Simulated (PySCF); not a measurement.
**UHF on Ta²⁺ (tantalum, charge +2)**

Configuration: [Xe] 4f14 5d2 6p1, one real determinant (an excited configuration). All numbers are calculated (PySCF 2.14, the spin-free X2C one-electron Hamiltonian (Gaussian nucleus), in x2c-TZVPPall with one added diffuse shell each of s, p, d, f type (12s8p8d4f1g, 113 functions)).

```
Total energy                                                  : -15599.025443 hartree
One-electron energy                                           : -21363.7688 hartree
Hartree (Coulomb) energy                                      : 6079.9873 hartree
Exchange energy                                               : -315.2440 hartree
⟨S²⟩                                                          : 3.7539
⟨L²⟩                                                          : 14.011
Sum of ⟨r⟩                                                    : 39.28 bohr
Sum of ⟨r²⟩                                                   : 49.82 bohr²
Traceless quadrupole moment −½Σ⟨3z² − r²⟩ along its main axis : -5.77 e·bohr²
Langevin diamagnetic susceptibility                           : -39.5 ×10⁻⁶ cm³/mol
```

| shell | electrons | mean orbital energy (hartree) | spread (hartree) | rms radius, mean of both spins (bohr) |
| --- | --- | --- | --- | --- |
| 1s α | 1 | -2491.16211 | 0 | 0.0211 |
| 1s β | 1 | -2491.16200 | 0 | 0.0211 |
| 2s α | 1 | -433.72245 | 0 | 0.0853 |
| 2s β | 1 | -433.71599 | 0 | 0.0853 |
| 2p α | 3 | -381.15930 | 0.00067 | 0.0775 |
| 2p β | 3 | -381.15224 | 0.00088 | 0.0775 |
| 3s α | 1 | -102.18519 | 0 | 0.218 |
| 3s β | 1 | -102.18378 | 0 | 0.218 |
| 3p α | 3 | -86.20544 | 0.00029 | 0.220 |
| 3p β | 3 | -86.20342 | 0.00208 | 0.220 |
| 3d α | 5 | -66.94117 | 0.00918 | 0.201 |
| 3d β | 5 | -66.93589 | 0.00359 | 0.201 |
| 4s α | 1 | -22.59414 | 0 | 0.488 |
| 4s β | 1 | -22.58637 | 0 | 0.488 |
| 4p α | 3 | -17.23669 | 0.00059 | 0.519 |
| 4p β | 3 | -17.22835 | 0.00442 | 0.519 |
| 4d α | 5 | -10.13643 | 0.02166 | 0.564 |
| 4d β | 5 | -10.12456 | 0.01065 | 0.564 |
| 5s α | 1 | -3.96772 | 0 | 1.18 |
| 5s β | 1 | -3.88726 | 0 | 1.18 |
| 5p α | 3 | -2.56036 | 0.00368 | 1.37 |
| 5p β | 3 | -2.43680 | 0.01584 | 1.37 |
| 4f α | 7 | -2.23570 | 0.00547 | 0.703 |
| 4f β | 7 | -2.22554 | 0.01346 | 0.703 |
| 5d α | 2 | -1.01980 | 0.00501 | 2.05 |
| 6p α | 1 | -0.60878 | 0 | 3.80 |

⟨L²⟩ = 14.01 against 20 for a pure G term, so this real determinant mixes terms. Spin-orbit coupling, absent here, splits the open shell strongly.

Densities and radii are taken from the X2C orbitals without a picture-change correction, which distorts them close to the nucleus.

Spin-orbit constants ζ (cm⁻¹) from the X2C one-electron operator on these orbitals: bare nucleus, nucleus screened by l(l+1)(2l+1)/3 electrons, and screened by the Breit-Pauli mean field of the electrons.

```json
{"shell": "2p", "bare": "6431000", "screened nucleus": "6255000", "mean field": "n/a"}
{"shell": "3p", "bare": "1398000", "screened nucleus": "1360000", "mean field": "n/a"}
{"shell": "3d", "bare": "218700", "screened nucleus": "188700", "mean field": "n/a"}
{"shell": "4p", "bare": "317100", "screened nucleus": "308400", "mean field": "n/a"}
{"shell": "4d", "bare": "42720", "screened nucleus": "36870", "mean field": "n/a"}
{"shell": "4f", "bare": "7256", "screened nucleus": "4473", "mean field": "n/a"}
{"shell": "5p", "bare": "42000", "screened nucleus": "40850", "mean field": "n/a"}
{"shell": "5d", "bare": "2852", "screened nucleus": "2461", "mean field": "n/a"}
{"shell": "6p", "bare": "4528", "screened nucleus": "4404", "mean field": "n/a"}
```

To first order the Landé constant is A = 982.3 cm⁻¹, so the lowest level has J = 5/2 and lies 0.913 eV below the centre of the term. This holds in LS coupling only.
